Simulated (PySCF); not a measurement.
A geometry optimisation, step by step.

C4H10N2OSi2.
SMILES with atom numbers: `[CH:1]#[C:2][Si:3]1([O:4][CH2:5][CH3:6])[NH:7][SiH2:8][NH:9]1` (hydrogens: H10 on C1; H11, H12 on C5; H13, H14, H15 on C6; H16 on N7; H17, H18 on Si8; H19 on N9)

Method: PBE0-D3(BJ)/def2-SVP geometry optimisation, gas phase (PySCF); density fitting, grid level 1; the optimiser is geomeTRIC in internal coordinates, started from a GFN2-xTB structure with every atom displaced at random (about 0.01 Å). 9 of its 25 geometries are shown. The frame can shift and turn from step to step; on so coarse a grid that alone can change the energy by a few meV, and forces under 0.02 eV/Å are noise.

Step 0: E = -25065.9564 eV, largest atomic force 3.548 eV/Å
```
atom  x, y, z in Å  |  force x, y, z in eV/Å
C1      0.101    2.935    0.552    0.579   2.667   0.757
C2     -0.234    1.842    0.218   -0.523  -3.318  -1.143
Si3    -0.626    0.093   -0.286   -0.123  -0.068   0.747
O4      0.608   -0.529   -1.182   -1.914  -0.160   0.000
C5      1.936   -0.272   -1.059    1.109   0.722   1.130
C6      2.472   -0.658    0.315   -1.315  -0.391  -0.489
N7     -2.136   -0.180   -1.018   -0.565   0.534  -1.237
Si8    -2.861   -0.905    0.366    0.489   0.091   0.223
N9     -1.272   -0.832    1.051    0.389   0.265  -0.487
H10     0.326    3.941    0.843    0.123   0.140   0.076
H11     2.434   -0.838   -1.828    0.645  -0.317  -0.668
H12     2.122    0.805   -1.209    0.261   0.087  -0.214
H13     3.525   -0.511    0.344    1.366   0.177   0.227
H14     1.990   -0.049    1.091    0.057   0.089   0.133
H15     2.240   -1.717    0.514    0.082   0.043   0.047
H16    -2.534    0.186   -1.864   -0.073   0.067  -0.236
H17    -3.827   -0.022    1.043   -0.513  -0.001   0.193
H18    -3.356   -2.266    0.162   -0.480  -0.476  -0.009
H19    -0.941   -1.016    1.964    0.406  -0.151   0.949
```

Step 3: E = -25066.2446 eV, largest atomic force 0.093 eV/Å
```
atom  x, y, z in Å  |  force x, y, z in eV/Å
C1      0.176    2.950    0.458    0.046   0.037  -0.040
C2     -0.165    1.825    0.140   -0.014  -0.016   0.044
Si3    -0.671    0.108   -0.278   -0.022  -0.023  -0.043
O4      0.576   -0.545   -1.134    0.034  -0.030   0.042
C5      1.952   -0.276   -1.003   -0.049   0.020  -0.015
C6      2.505   -0.729    0.332   -0.002  -0.013  -0.005
N7     -2.209   -0.095   -1.038   -0.035   0.082   0.025
Si8    -2.912   -0.868    0.365   -0.017  -0.013  -0.001
N9     -1.316   -0.772    1.071   -0.014   0.019   0.007
H10     0.477    3.947    0.728   -0.019  -0.020   0.006
H11     2.457   -0.808   -1.824    0.027   0.004  -0.018
H12     2.143    0.804   -1.146    0.011   0.000   0.008
H13     3.594   -0.579    0.373    0.025   0.003  -0.001
H14     2.059   -0.156    1.161   -0.006   0.000   0.003
H15     2.295   -1.797    0.496   -0.006   0.004   0.003
H16    -2.597    0.271   -1.894    0.011  -0.035  -0.005
H17    -3.975   -0.078    1.062    0.003  -0.002   0.007
H18    -3.458   -2.244    0.159    0.019  -0.011  -0.024
H19    -0.967   -0.949    2.001    0.009  -0.007   0.008
```

Step 6: E = -25066.2509 eV, largest atomic force 0.097 eV/Å
```
atom  x, y, z in Å  |  force x, y, z in eV/Å
C1      0.197    2.969    0.416   -0.030  -0.006   0.022
C2     -0.175    1.838    0.162    0.029  -0.001  -0.022
Si3    -0.690    0.120   -0.248   -0.004   0.036   0.024
O4      0.572   -0.539   -1.079   -0.066  -0.027   0.009
C5      1.940   -0.238   -0.968    0.093   0.024  -0.013
C6      2.540   -0.762    0.320   -0.019   0.001   0.001
N7     -2.223   -0.067   -1.021   -0.011   0.032   0.042
Si8    -2.930   -0.889    0.353    0.042  -0.024  -0.032
N9     -1.351   -0.760    1.093   -0.005   0.018  -0.012
H10     0.505    3.973    0.648    0.012   0.005  -0.001
H11     2.443   -0.698   -1.835   -0.018  -0.004   0.005
H12     2.102    0.853   -1.042   -0.015  -0.002   0.003
H13     3.627   -0.590    0.344   -0.003  -0.002   0.000
H14     2.101   -0.255    1.195    0.005   0.001  -0.003
H15     2.355   -1.843    0.422    0.006  -0.001  -0.003
H16    -2.595    0.275   -1.893    0.013  -0.032  -0.019
H17    -4.030   -0.154    1.051   -0.006  -0.006  -0.002
H18    -3.412   -2.280    0.088   -0.023   0.004   0.012
H19    -1.010   -0.944    2.024   -0.001  -0.014  -0.008
```

Step 9: E = -25066.2545 eV, largest atomic force 0.119 eV/Å
```
atom  x, y, z in Å  |  force x, y, z in eV/Å
C1      0.201    2.967    0.463   -0.005  -0.006   0.034
C2     -0.182    1.838    0.214    0.002   0.001  -0.032
Si3    -0.710    0.127   -0.201    0.015  -0.028  -0.006
O4      0.561   -0.553   -1.001    0.070   0.013   0.002
C5      1.928   -0.214   -0.958   -0.117  -0.021  -0.004
C6      2.600   -0.735    0.293    0.031   0.004   0.002
N7     -2.221   -0.061   -1.015   -0.020   0.053   0.005
Si8    -2.954   -0.918    0.320   -0.019  -0.024  -0.011
N9     -1.409   -0.753    1.119    0.000   0.005   0.022
H10     0.527    3.966    0.693   -0.004  -0.002  -0.006
H11     2.393   -0.654   -1.855    0.015   0.006  -0.001
H12     2.052    0.882   -1.028    0.018   0.006  -0.004
H13     3.683   -0.538    0.266   -0.007   0.001   0.001
H14     2.192   -0.247    1.192   -0.005  -0.002   0.002
H15     2.447   -1.821    0.390   -0.003   0.000   0.000
H16    -2.547    0.222   -1.926    0.007  -0.022  -0.011
H17    -4.103   -0.229    0.987    0.011   0.014   0.003
H18    -3.398   -2.316    0.021    0.008   0.000   0.003
H19    -1.093   -0.955    2.055    0.003   0.001   0.001
```

Step 12: E = -25066.2563 eV, largest atomic force 0.039 eV/Å
```
atom  x, y, z in Å  |  force x, y, z in eV/Å
C1      0.193    2.933    0.532    0.007   0.003  -0.002
C2     -0.180    1.811    0.240   -0.013   0.008   0.002
Si3    -0.715    0.106   -0.187    0.001  -0.035  -0.017
O4      0.560   -0.587   -0.969   -0.014   0.004   0.002
C5      1.915   -0.210   -0.971    0.036   0.011   0.005
C6      2.636   -0.676    0.276   -0.012  -0.003  -0.001
N7     -2.218   -0.071   -1.022    0.001   0.020   0.011
Si8    -2.970   -0.932    0.300   -0.011   0.027   0.021
N9     -1.440   -0.761    1.127    0.007  -0.024  -0.015
H10     0.515    3.926    0.792   -0.004   0.000   0.001
H11     2.373   -0.662   -1.866   -0.004  -0.003  -0.001
H12     2.011    0.886   -1.076   -0.004  -0.002   0.000
H13     3.710   -0.443    0.217    0.005   0.003  -0.001
H14     2.232   -0.176    1.172    0.001   0.001   0.000
H15     2.521   -1.762    0.406    0.002   0.001   0.000
H16    -2.510    0.163   -1.958    0.000  -0.012  -0.003
H17    -4.126   -0.238    0.949   -0.002  -0.007   0.001
H18    -3.407   -2.331   -0.001    0.005  -0.002  -0.009
H19    -1.135   -0.967    2.066   -0.004   0.012   0.005
```

Step 15: E = -25066.2569 eV, largest atomic force 0.027 eV/Å
```
atom  x, y, z in Å  |  force x, y, z in eV/Å
C1      0.173    2.926    0.537   -0.005  -0.001  -0.007
C2     -0.191    1.804    0.237    0.003  -0.006   0.009
Si3    -0.715    0.093   -0.190    0.003   0.025   0.007
O4      0.567   -0.592   -0.967   -0.008   0.001  -0.004
C5      1.918   -0.200   -0.974   -0.001  -0.004  -0.003
C6      2.646   -0.655    0.273    0.004   0.002   0.001
N7     -2.221   -0.080   -1.019   -0.006   0.001   0.003
Si8    -2.969   -0.942    0.305    0.012  -0.009  -0.011
N9     -1.436   -0.773    1.127    0.011  -0.024  -0.006
H10     0.482    3.922    0.804    0.003   0.001   0.000
H11     2.379   -0.650   -1.869   -0.001   0.001   0.002
H12     2.001    0.897   -1.081   -0.001   0.001   0.000
H13     3.717   -0.408    0.212   -0.003  -0.001   0.001
H14     2.236   -0.160    1.168    0.000   0.001  -0.001
H15     2.546   -1.743    0.404    0.000   0.000   0.000
H16    -2.509    0.132   -1.962    0.004  -0.004  -0.003
H17    -4.125   -0.254    0.959    0.001   0.001   0.003
H18    -3.401   -2.341   -0.004   -0.008   0.002   0.004
H19    -1.132   -0.968    2.068   -0.007   0.014   0.005
```

Step 18: E = -25066.2579 eV, largest atomic force 0.121 eV/Å
```
atom  x, y, z in Å  |  force x, y, z in eV/Å
C1      0.100    2.923    0.541    0.006   0.002   0.001
C2     -0.238    1.790    0.246    0.018  -0.010   0.004
Si3    -0.715    0.067   -0.185   -0.035   0.042   0.037
O4      0.580   -0.582   -0.967    0.078   0.003  -0.034
C5      1.923   -0.152   -0.983   -0.115  -0.033   0.016
C6      2.668   -0.584    0.261    0.023   0.004  -0.001
N7     -2.219   -0.137   -1.012   -0.005  -0.009  -0.014
Si8    -2.948   -1.008    0.316   -0.019  -0.023  -0.015
N9     -1.414   -0.819    1.132    0.012  -0.017  -0.001
H10     0.389    3.925    0.803   -0.006  -0.003   0.000
H11     2.387   -0.592   -1.881    0.018   0.008  -0.007
H12     1.971    0.947   -1.093    0.016   0.005  -0.006
H13     3.731   -0.305    0.196    0.000   0.001  -0.001
H14     2.247   -0.100    1.157   -0.003  -0.001   0.003
H15     2.601   -1.674    0.393   -0.006   0.000   0.004
H16    -2.490    0.010   -1.972    0.003   0.007  -0.001
H17    -4.107   -0.339    0.985    0.006   0.009   0.000
H18    -3.373   -2.408    0.001    0.011  -0.002   0.007
H19    -1.128   -0.954    2.090   -0.003   0.018   0.009
```

Step 21: E = -25066.2593 eV, largest atomic force 0.036 eV/Å
```
atom  x, y, z in Å  |  force x, y, z in eV/Å
C1      0.040    2.927    0.536   -0.001  -0.002   0.011
C2     -0.274    1.786    0.248    0.007   0.004  -0.014
Si3    -0.715    0.055   -0.188   -0.002  -0.013  -0.004
O4      0.589   -0.559   -0.988   -0.025  -0.002  -0.006
C5      1.922   -0.111   -0.990    0.035   0.008   0.004
C6      2.665   -0.533    0.259   -0.009  -0.002   0.000
N7     -2.212   -0.198   -1.014    0.009   0.002   0.004
Si8    -2.917   -1.074    0.324   -0.008   0.014   0.012
N9     -1.383   -0.847    1.135   -0.002  -0.004   0.001
H10     0.305    3.937    0.794   -0.001   0.001  -0.001
H11     2.404   -0.540   -1.884   -0.004  -0.002   0.001
H12     1.959    0.989   -1.098   -0.005  -0.002   0.002
H13     3.725   -0.242    0.201    0.002   0.000   0.000
H14     2.233   -0.055    1.153    0.001   0.001   0.000
H15     2.610   -1.624    0.391    0.002   0.000   0.000
H16    -2.471   -0.094   -1.984   -0.004  -0.001   0.001
H17    -4.079   -0.417    0.999   -0.005  -0.005  -0.005
H18    -3.318   -2.484    0.025    0.012  -0.004  -0.006
H19    -1.121   -0.904    2.108   -0.002   0.006  -0.002
```

Step 24: E = -25066.2597 eV, largest atomic force under 0.02 eV/Å
```
atom  x, y, z in Å  |  force x, y, z in eV/Å
C1      0.027    2.935    0.539   -0.004  -0.001   0.001
C2     -0.279    1.795    0.238   -0.003   0.001  -0.002
Si3    -0.715    0.062   -0.195    0.007   0.002  -0.003
O4      0.592   -0.549   -0.992   -0.010   0.000   0.000
C5      1.927   -0.104   -0.981    0.011   0.002   0.001
C6      2.659   -0.538    0.271    0.000   0.000   0.001
N7     -2.207   -0.205   -1.025   -0.005   0.006   0.004
Si8    -2.908   -1.087    0.312    0.011  -0.006  -0.003
N9     -1.383   -0.834    1.132   -0.003   0.003   0.001
H10     0.284    3.945    0.806    0.003   0.000  -0.001
H11     2.414   -0.528   -1.874   -0.002  -0.001   0.002
H12     1.966    0.997   -1.080   -0.001   0.000   0.001
H13     3.721   -0.250    0.222   -0.002  -0.001   0.001
H14     2.223   -0.064    1.165    0.000   0.000   0.000
H15     2.599   -1.629    0.395    0.000   0.000   0.000
H16    -2.460   -0.114   -1.998    0.003  -0.004  -0.002
H17    -4.089   -0.450    0.973    0.000   0.000   0.001
H18    -3.275   -2.506    0.013   -0.006   0.002  -0.001
H19    -1.131   -0.869    2.109    0.000  -0.002   0.000
```

Question: Summarise the path.

Answer: The energy falls by 6.99 kcal/mol from step 0 to step 24; nine tenths of that is first reached at step 2. It falls at every step. The largest force goes from 3.548 to under 0.02 eV/Å. Among the bonds O4–C5 changes most, from 1.358 to 1.407 Å; the atoms move by 0.205 Å rms after alignment.

What follows is the cost of the whole optimisation. Hardware: one thread, Arm Neoverse V1 (aarch64) (shared host). Cost: 8.4 min, 0.91 GiB resident at most.
